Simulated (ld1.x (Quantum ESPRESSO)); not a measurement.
tungsten (W), PAW: configuration errors across variants

- Element: tungsten
- Generator: ld1.x (Quantum ESPRESSO) 7.5
- Type: PAW
- Functional: BP86
- Relativity: scalar-relativistic
- Frozen core: [Xe] 4f14
- Valence charge: 6
- Reference configuration: 5d4 6s2 6p0
- Partial waves: 6s (bound): rcut 1.95, rcutus 2.50 bohr; 6s channel at 1.35 Ry: rcut 1.95, rcutus 2.50 bohr; 6p (bound, empty): rcut 3.30, rcutus 3.60 bohr; 6p channel at 1.25 Ry: rcut 3.30, rcutus 3.60 bohr; 5d (bound): rcut 1.85, rcutus 2.25 bohr; 5d channel at 3.35 Ry: rcut 1.85, rcutus 2.25 bohr
- Local potential: all-electron potential smoothed inside 2.50 bohr (lloc = -2)
- Core correction: a·sin(br)/r model core, default radius (ld1.x builds one for every PAW set, though the input has nlcc=.false.)
- Augmentation charge: BESSEL, radius 2.00 bohr

All-electron excitation energies from the reference (eV): (1) 5d4 6s1 6p0 9.063; (2) 5d4 6s0 6p0 24.932; (3) 5d3 6s0 6p0 50.445; (4) 5d3 6s2 6p0 8.974; (5) 5d4 6s0 6p2 9.333; (6) 5d3 6s2 6p1 4.042; (7) 5d5 6s0 6p0 9.907.

The default core radius of the base comes out at 1.58 bohr.

2 further variants failed, have other tests or another functional or relativity, and are left out.

A true bound ghost makes a file unfit for plane-wave use even where its test errors are small: the radial tests pick states by their node count and pass the ghost by.

Errors AE − PS in meV (a dash: test not solved or not reliable):

```tsv
change	(1)	(2)	(3)	(4)	(5)	(6)	(7)	bound ghosts
base	-2.7	-9.2	-165	-40	-6.4	-37	-36	none
waves 6p (bound): rcut 3.30, rcutus 3.66 bohr; 6p channel at 1.25 Ry: rcut 3.30, rcutus 3.66 bohr	-2.9	-9.9	-165	-40	-7.5	-37	-36	none
wave 5d channel at 3.35 Ry: rcut 1.85, rcutus 2.25 bohr becomes 5d channel at -0.14 Ry: rcut 1.85, rcutus 2.25 bohr	–	–	–	–	–	–	–	none
core correction a·sin(br)/r model core inside 2.70 bohr	-4.9	-21	-187	-41	-8.8	-38	-39	none
local potential all-electron potential smoothed inside 3.60 bohr (lloc = -1)	-14	-57	-255	-63	-15	-42	-44	s
```

(1) Give the same row for: waves 5d (bound): rcut 1.85, rcutus 3.28 bohr; 5d channel at 3.35 Ry: rcut 1.85, rcutus 3.28 bohr.

## Answers

(1) -12, -68, -292, -54, -15, -43, -38; bound ghosts: none.
